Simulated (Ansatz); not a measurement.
Two isomers of CH8N2OSi: A = `NC(O)N[SiH3]`, B = `NC[SiH](N)O`.

Isolated molecules relaxed with PBE0-D4/def2-TZVP in Ansatz; ΔE leaves out vibrations. CBS: MP2 limit from def2 TZ/QZ plus the TZ coupled-cluster correction, frozen cores. Functionals use def2-TZVPP. B3LYP here is the variant with VWN-RPA as its local correlation; programs differ in this. One conformer a species, not always the lowest.

Problem. Which isomer does CCSD(T)/CBS put lower? Give the gap. (Best estimate.)

Solution. Ansatz gave: B, by 201.6 kJ/mol.

Problem. Give E(B) − E(A) in kJ/mol with r2SCAN-D4, HF/def2-TZVPP, PBE0-D4, B2PLYP, MP2/def2-TZVPP, B3LYP, ωB97M-V. (Estimate.)

Solution. Ansatz gave: r2SCAN-D4 -195.6, HF/def2-TZVPP -190.7, PBE0-D4 -190.5, B2PLYP -197.4, MP2/def2-TZVPP -203.1, B3LYP -193.3, ωB97M-V -197.6. None reverses the order clearly.

Largest T1 diagnostic: 0.011.

From PBE to PBE0 (25 % exact exchange), in def2-TZVPP and without D4, E(B) − E(A) moves by −4.8 kJ/mol.
